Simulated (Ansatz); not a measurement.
Harmonic frequencies (cm⁻¹) at PBE0-D4/def2-TZVP from Ansatz: 141, 311, 451, 527, 548, 681, 749, 772, 817, 961, 1008, 1048, 1077, 1107, 1253, 1344, 1390, 2230, 2254, 3082, 3694.

Q: Which molecule is it?
A. `FC1N[SiH2]O1`
B. `O/C(F)=N/[SiH3]`
C. `C=N[SiH](O)F`
D. `NC1(F)O[SiH2]1`

A: A.
